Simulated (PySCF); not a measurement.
Compound: C5H5O3P.
Atom-mapped SMILES: `[CH3:1][O:2][c:3]1[cH:4][o:5][c:6]([CH:7]=[O:8])[p:9]1`

NICS = −σ at a ghost point: NICS(0) at the centroid of the ring atoms, NICS(1) 1 Å to either side along the normal of their mean plane, zz for the tensor component along that normal. Level: GIAO PBE0/pcSseg-1 (PySCF, non-relativistic, gas phase) on the GFN2-xTB geometry, one conformer.

Ring bond lengths (Å), with Mayer bond orders in brackets: C3–C4 1.372 (1.49), C4–O5 1.327 (1.10), O5–C6 1.347 (1.01), C6–P9 1.737 (1.39), P9–C3 1.782 (1.13).

What do the NICS probes read (ppm)?

```
          ring                                                     type  NICS(0)  NICS(1), two faces  NICS(1)zz, two faces  rms pucker (Å)  centre to ring atoms, mean (Å)
C3–C4–O5–C6–P9  5-membered ring with O and P; formal bonds all aromatic    -11.6       -10.7 / -10.7         -23.6 / -23.6            0.00                            1.28
```

What do they say, and how far can they be read as aromaticity?

- C3–C4–O5–C6–P9: mean NICS(1)zz -23.6 ppm, shielded.

What does the geometric index give? HOMA = 1 − mean of α(R − Ropt)² over the ring bonds, with Krygowski's 1993 parameters (CC: Ropt 1.388 Å, α 257.7 Å⁻²; CO: Ropt 1.265 Å, α 157.38 Å⁻²; CP: Ropt 1.698 Å, α 118.91 Å⁻²).

- C3–C4–O5–C6–P9: HOMA 0.45; the largest term is that of O5–C6, α(R − Ropt)² = 1.07.

At the second NICS(1) probe listed for ring C3–C4–O5–C6–P9, 1 Å off the ring, what do the in-plane components average?

The isotropic value is a third of the trace: (3 × -10.7 − (-23.6))/2 = -4.2 ppm.

The run took 32 s of wall time (with the writing of density and orbital grids) on an Arm Neoverse V2 with one thread, on a shared host, and the process peaked at 0.85 GiB of memory. This is the whole shielding run at PBE0/pcSseg-1, SCF included.

Conformer computed: `[CH3:1][O:2][c:3]1[cH:4][o:5][c:6]([CH:7]=[O:8])[p:9]1`: C1–O2–C3–C4 180°, O5–C6–C7–O8 180°.
